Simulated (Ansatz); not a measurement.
Input and output for `IB1C[SiH2]1`.

```yaml
crystal:
  periodic: [false, false, false]
  atoms:
    - {symbol: I, position_ang: [-2.817670, 1.185223, -0.262540]}
    - {symbol: B, position_ang: [-0.856151, 0.470215, -0.413215]}
    - {symbol: C, position_ang: [0.427171, 0.776110, 0.314304]}
    - {symbol: Si, position_ang: [0.235623, -1.099865, -0.251060]}
    - {symbol: H, position_ang: [1.326381, 0.938587, -0.288391]}
    - {symbol: H, position_ang: [0.484581, 1.299253, 1.265853]}
    - {symbol: H, position_ang: [1.403055, -1.424698, -1.099775]}
    - {symbol: H, position_ang: [-0.110891, -2.202024, 0.679023]}
basis:
  gaussian: {orbitals: def2-mTZVP}
magnetization: {spin_polarized: true, initial_magnetization: 0}
hamiltonian: {xc: {name: B3LYP}, dispersion: d4}
scf: {lower_state_search: full}
output: {forces: true}
```

```sh
$ ansatz run in.yaml --threads 2 --pin off --events-out ev --progress --plain --max-ram 4352MiB
```

Shortened log:

```
Functional definition: B3LYP
1012 factors; integrals over basis functions are off by at most 9.4e-4 eV
mean field evaluation 1: about -17746.1551 eV, gradient 4.7e1 eV
mean field evaluation 2: about -17746.2563 eV, gradient 4.7e1 eV
mean field evaluation 4: about -17756.9543 eV, gradient 6.6e0 eV
mean field evaluation 8: about -17757.2915 eV, gradient 2.2e-1 eV
mean field evaluation 16: about -17757.2918 eV, gradient 5.1e-5 eV
mean field -17757.29183170 eV, -652.5684384901 hartree, gradient 1.4e-5 eV, S^2 0.000000; 0 other end points of the search recorded, 0 dependent functions left out
reference -17757.29209160 eV, -652.5684480415 hartree; 27, 27 occupied and 81, 81 virtual orbitals, 1012 factors
Total energy: -17757.62074177 eV, -652.5805257123 hartree
Atom 0 at    -2.817670     1.185223    -0.262540 Å, force    -0.300903     0.105406     0.026760 eV/Å
Atom 1 at    -0.856151     0.470215    -0.413215 Å, force     0.324970    -0.005823    -0.017736 eV/Å
Atom 2 at     0.427171     0.776110     0.314304 Å, force     0.055280     0.134458    -0.067743 eV/Å
Atom 3 at     0.235623    -1.099865    -0.251060 Å, force    -0.018278    -0.369512     0.001844 eV/Å
Atom 4 at     1.326381     0.938587    -0.288391 Å, force    -0.048535     0.142215     0.072692 eV/Å
Atom 5 at     0.484581     1.299253     1.265853 Å, force     0.010715    -0.026719    -0.012218 eV/Å
Atom 6 at     1.403055    -1.424698    -1.099775 Å, force    -0.042767    -0.004181     0.034578 eV/Å
Atom 7 at    -0.110891    -2.202024     0.679023 Å, force     0.019518     0.024156    -0.038176 eV/Å
Dipole moment:     0.271409    -0.080258     0.041367 e Å
```

Run time 4.9 s (2 threads of an Arm Neoverse V1 on a shared host); peak host memory 0.3 GiB.
